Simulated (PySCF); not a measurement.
# Functional benchmark on one molecule

Molecule: SMILES C[Si](C)(Cl)[Si](Cl)(Cl)Cl, C₂H₆Cl₄Si₂.

Mapped SMILES: `[CH3:1][Si:2]([CH3:3])([Cl:4])[Si:5]([Cl:6])([Cl:7])[Cl:8]`. Hydrogens are named by the atom that carries them.

Geometry PBE0-D3(BJ)/def2-SVP throughout; GIAO in PySCF 2.14, gas phase, one conformer, non-relativistic; equivalent atoms averaged; basis pcSseg-1.

Reference values (measured; solution; U. Herzog, Habilitationsschrift, TU Bergakademie Freiberg, 2002/2003): δ(Si5) = 7.8 ppm vs TMS, δ(Si2) = 15.7 ppm vs TMS. Computed shifts are taken against TMS, calculated as an isolated molecule at each level.

How do the functionals LDA, BLYP, BP86, OPBE, KT2, B97-D, PBE0, B97-2, BHandHLYP, LC-wPBE perform against the reference? Times are CPU seconds on shared hosts with different chips, so compare them loosely; the GGAs took longer than the global hybrids here, which isn't the general rule, and the cause wasn't traced.

Answers


```
functional                    kind   Si5   Si2  mean abs. error Si  core-s
       LDA                     LDA  47.4  33.5                28.7      54
      BLYP                     GGA  42.8  29.0                24.1      64
      BP86                     GGA  41.7  28.8                23.5      72
      OPBE                     GGA  34.3  23.0                16.9      81
       KT2                     GGA  38.0  27.1                20.8      67
     B97-D                     GGA  38.4  27.1                21.0      64
      PBE0           global hybrid  40.4  26.4                21.6      57
     B97-2           global hybrid  38.3  25.6                20.2      51
 BHandHLYP           global hybrid  39.6  25.6                20.9      53
   LC-wPBE  range-separated hybrid  43.0  25.7                22.6      79
```

For ²⁹Si the closest is OPBE (16.9 ppm) and the furthest LDA (28.7 ppm). One molecule is a small sample, and vibrational and solvent effects are absent from the calculation.
